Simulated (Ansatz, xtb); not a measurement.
Two isomers of C3H4N2O2

Structure a: `Nc1oncc1O`, a singlet. Structure b: `COc1nnco1`, a singlet. Both are isolated molecules in the gas phase, relaxed with PBE-D3(BJ)/def2-SVP; the shapes shown needn't be the lowest conformers.

a (Å):

```yaml
atoms:
  - { symbol: C, position_ang: [-0.2402, 0.6983, -0.3956] }
  - { symbol: C, position_ang: [-0.5721, 1.7163, 1.5324] }
  - { symbol: C, position_ang: [-0.0545, 0.5162, 0.9682] }
  - { symbol: N, position_ang: [0.1302, -0.0644, -1.4778] }
  - { symbol: N, position_ang: [-1.0447, 2.5499, 0.6146] }
  - { symbol: O, position_ang: [-0.8120, 1.8996, -0.6147] }
  - { symbol: O, position_ang: [0.5398, -0.5833, 1.5305] }
  - { symbol: H, position_ang: [0.2896, -1.0465, -1.2424] }
  - { symbol: H, position_ang: [-0.4474, 0.0620, -2.3122] }
  - { symbol: H, position_ang: [-0.6303, 2.0046, 2.5916] }
  - { symbol: H, position_ang: [0.1272, -0.7449, 2.3976] }
```

b (Å):

```xyz
11

C     0.0361    0.4903   -1.8268
C    -2.0009    0.8327   -0.7721
C    -3.7254    1.4873    0.2543
N    -1.7602    2.0720   -0.4271
N    -2.9061    2.4940    0.2502
O    -1.2452   -0.0253   -1.4314
O    -3.2202    0.3784   -0.3829
H     0.6216    0.7998   -0.9377
H     0.5418   -0.3338   -2.3596
H    -0.0869    1.3693   -2.4911
H    -4.7296    1.4137    0.6851
```

Quicker runs give these differences E(b) − E(a): GFN2-xTB −23.4 kcal/mol; HF/STO-3G −23.8 kcal/mol (at GFN2-xTB geometries); r2SCAN-D4/def2-SVP −9.3 kcal/mol (at GFN2-xTB geometries).

**Question.** Estimate E(b) − E(a) at the level CCSD(T)/def2-SVP + ΔMP2/def2-TZVPP.

**Answer.** Calculated at CCSD(T)/def2-SVP + ΔMP2/def2-TZVPP: E(b) − E(a) = −11.4 kcal/mol, so structure b lies lower.

How the difference moves with the method:

```tsv
level	geometry	E(b) − E(a) (kcal/mol)	departure from the last row (kcal/mol)	job, with rough time for the two
GFN2-xTB	GFN2-xTB	−23.4	−12.0	optimisation, 0.2 s
HF/STO-3G	GFN2-xTB	−23.8	−12.4	single point, 0.6 s
r2SCAN-D4/def2-SVP	GFN2-xTB	−9.3	+2.2	single point, 3.3 s
PBE-D3(BJ)/def2-SVP	PBE-D3(BJ)/def2-SVP	−7.8	+3.6	optimisation, 60 s
HF/def2-SVP	PBE-D3(BJ)/def2-SVP	−18.3	−6.9	part of the CCSD(T) run
MP2/def2-SVP	PBE-D3(BJ)/def2-SVP	−12.7	−1.3	part of the CCSD(T) run
CCSD(T)/def2-SVP	PBE-D3(BJ)/def2-SVP	−14.4	−3.0	single point
CCSD(T)/def2-SVP + ΔMP2/def2-TZVPP	PBE-D3(BJ)/def2-SVP	−11.4		single point, 66 s
```

As drawn, b has 1 C–O, 1 C∷N, 1 N∷N, 1 C∷O, 3 C–H in place of 1 C–N, 1 N∷O, 2 C∷C, 2 N–H, 1 O–H (∷ is an aromatic bond).

None of the levels shown reverses the order. The largest departure from CCSD(T)/def2-SVP + ΔMP2/def2-TZVPP is that of HF/STO-3G, 12.4 kcal/mol. The last row adds to CCSD(T) the change of the MP2 difference between the two basis sets, here +3.0 kcal/mol, a large step that makes the value less sure.

With thermal terms from frequencies at re-optimised GFN2-xTB minima (ideal gas, soft modes damped towards free rotors, one conformer each, 298.15 K, 1 atm): on the last row, ΔE + ΔZPE = −11.1, ΔH = −11.2, ΔG = −11.4 kcal/mol.

The correlated steps freeze 7 core orbitals. Codes used: Ansatz 0.2.0, xtb 6.7.1; the last row on 2 threads of Intel(R) Xeon(R) Processor @ 2.70GHz on a shared host.
